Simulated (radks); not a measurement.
Species: Ne III. Configuration: [He] 2s2 2p4.

Method: scalar-relativistic Kohn-Sham, PBE, spin-unpolarised, spherical densities, finite nucleus; Fermi nuclear charge, rms radius 3.0055 fm; computed with a radial shooting solver on a logarithmic mesh with Libxc functionals.

Energy parts (hartree):
part                      energy
total                 -126.59741
kinetic                126.63171
electron-nucleus      -293.28991
Hartree                 51.18620
exchange-correlation   -11.12541

Orbitals (lengths in bohr, moments of r in powers of bohr; <r^-3> diverges for s and p1/2):
orbital,occ.,eigenvalue (hartree),<r^-3>,<1/r>,<r>
1s,2,-32.39324,-,9.631,0.1579
2s,2,-2.87123,-,1.759,0.8291
2p,4,-2.01471,14.58,1.638,0.8115

The highest occupied level is 2p at -54.823 eV. The electron density at the nucleus is 654.1 e/bohr^3 (large components only). For comparison, the ionisation energy in NIST's Atomic Spectra Database is 63.423 eV (measured). In exact Kohn-Sham theory the highest level is minus the ionisation energy, but local and semilocal functionals leave it too shallow, through self-interaction and a potential that decays too fast; potentials with the right tail come closer. Summed over all electrons, <r^2> = 5.047 bohr^2, which gives a Langevin (diamagnetic) susceptibility term of -4 x 10^-6 cm^3/mol.

Beside tabulated values, note that spin-unpolarised runs miss the spin-polarisation part of the exchange energy of open shells.
